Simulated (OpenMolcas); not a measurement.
**What dynamic correlation does to the levels of Kr³⁺**

```json
{
  "Program": "OpenMolcas 26.06",
  "Basis": "ANO-RCC-VDZP [5s4p2d]",
  "Scalar Hamiltonian": "DKH2, point nucleus",
  "Active space": "3 electrons in 3 orbitals (4p)",
  "State averaging": "2S+1 = 4 odd, 1 root; 2S+1 = 2 odd, 8 roots",
  "Spin-orbit coupling": "state interaction with AMFI integrals over the reference wave functions, term energies averaged over their components"
}
```

Methods on the same reference wave functions:
A. CASSCF
B. SS-CASPT2, IPEA 0.25 Eh, imaginary shift 0.1 Eh (closed shells correlated: 3d 4s)
C. XMS-CASPT2, IPEA 0.25 Eh, imaginary shift 0.1 Eh (closed shells correlated: 3d 4s)

Energies in cm-1 above 4s2 4p3 4S* 3/2, the measured ground level; measured values from Saloman, J. Phys. Chem. Ref. Data 36, 215 (2007).

| Level | A | B | C | Measured |
| --- | --- | --- | --- | --- |
| 4s2 4p3 4S* 3/2 | 0.0 | 0.0 | 0.0 | 0.0 |
| 4s2 4p3 2D* 3/2 | 21855 | 20260 | 20170 | 17038 |
| 4s2 4p3 2D* 5/2 | 23161 | 21710 | 21650 | 18700 |
| 4s2 4p3 2P* 1/2 | 38174 | 34820 | 34400 | 31056 |
| 4s2 4p3 2P* 3/2 | 39968 | 36810 | 36420 | 33406 |

Deviations, from unrounded energies. A percentage is the sum of absolute deviations over the sum of measured energies, with the sign that they share, or ± where signs differ.

| Against measurement | Levels | A | B | C |
| --- | --- | --- | --- | --- |
| mean absolute deviation (cm-1) | 4 | 5700 | 3400 | 3100 |
| other terms of the ground configuration (%) | 4 | +22.9 | +13.4 | +12.4 |

C lies closest to measurement on these levels and A furthest from it. The largest miss of C in the table is 4s2 4p3 2P* 1/2, by +3300 cm-1. The ranking rests on the paired levels alone, and a cruder setting can come out closer through cancelling errors.

Between B and C the level of the table that moves most is 4s2 4p3 2P* 1/2, by 420 cm-1 (lowest in C, highest in B). Moves below CASPT2's spread within the term are not significant.

The mean deviations of B to C differ by less than CASPT2's widest spread within a term (520 cm-1), so their order carries little weight.

From A to B the spin-free energies of the other terms of 4s2 4p3 shown, above 4S*, scale by factors of 0.91 to 0.93.

The lowest spin-free term lies below A's lowest term by 0.076 hartree in B, 0.076 hartree in C.

Term energies are means over components that CASPT2 splits; among the terms shown or strongly mixed into the levels shown the widest spread is 520 cm-1 (4s2 4p3 2D*, C). With the s shell closed, the reference lacks s² → p² mixing. The basis is small and was not contracted for so high a charge. Some terms miss by over 15 % even with CASPT2, which points to a basis or an active space too small for the shells correlated (holds for B; C). Measured partners are found by configuration, term and J. A level has none where our copy of the source lacks it or the pairing is in doubt (some pairs that miss far off the trend of their configuration count as doubtful), and it then counts in no deviation. Levels of configurations outside the active space are missing.

* marks odd parity.
